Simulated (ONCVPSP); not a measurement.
## Before and after: ONCV potential for boron

- Element: boron (B)
- Generator: ONCVPSP 4.0.1
- Type: optimised norm-conserving Vanderbilt (ONCV)
- Functional: PBE
- Relativity: scalar-relativistic
- Frozen core: [He]
- Valence charge: 3
- Reference configuration: 2s2 2p1
- Partial waves: 2s: rc 1.10 bohr, ncon 3, nbas 7, qcut 6.3 1/bohr, 2 projectors, debl 3.3 Ha; 2p: rc 2.45 bohr, ncon 4, nbas 8, qcut 4.7 1/bohr, 1 projector; d scattering state at 0.3 Ha: rc 2.40 bohr, ncon 4, nbas 7, qcut 4.2 1/bohr, 1 projector
- Local potential: polynomial inside 0.80 bohr (lpopt 1, dvloc0 0 Ha)
- Core correction: Teter function, fcfact 1.5, rcfact 1.2

Change: p: rc 3.04.

Cutoffs: the cutoffs (Ha) at which the residual kinetic energy of the hardest occupied pseudo-wave falls to 1 and 0.1 mHa per electron; they do not see the model core or the augmentation charge, which bear on the density cutoff. Errors are all-electron minus pseudo energies relative to the spin-unpolarised reference configuration.

Task: How do hardness, ghosts and transferability respond?

Result: The potential gets neither clearly harder nor softer (12 Ha and 16 Ha → 12 Ha and 16 Ha); both files keep a bound ghost (d); the lowest positive-energy flag moves from none to p at 33.2 eV; of the 4 tests that both files solve, the error grows in 4 and shrinks in 0 by more than 15 % and 0.3 meV (median size 28.7 → 50.2 meV). More of the atom is replaced by a form fitted at one configuration, so other configurations suffer.

```csv
quantity,base,changed
"cutoff, loose",12 Ha,12 Ha
"cutoff, tight",16 Ha,16 Ha
loose cutoff by channel,"s 12 Ha, p 7.9 Ha","s 12 Ha, p 6.5 Ha"
bound ghosts,d,d
GHOST(+) flags under 300 eV,none,p at 33.2 eV
"error for 2s2 2p0, meV [ΔE 8.22 eV]",+48,+82
"error for 2s1 2p0, meV [ΔE 33.64 eV]",+177,+272
"error for 2s2 2p0.5, meV [ΔE 2.89 eV]",+6.0,+11
"error for 2s1 2p2, meV [ΔE 5.85 eV]",-9.7,-18
s: phases at 1.12 bohr within 0.05 rad from the reference energy up to (Ha; the scan ends near 5),to the end of the scan,to the end of the scan
d: phases at 2.43 bohr within 0.05 rad from the reference energy up to (Ha; the scan ends near 5),2.4,2.4
"rms error of d²Exc/dni dnj with the model core, mHa",1.96,1.75
```

 A true bound ghost makes a file unfit for plane-wave use even where its test errors are small: the radial tests pick states by their node count and pass the ghost by.
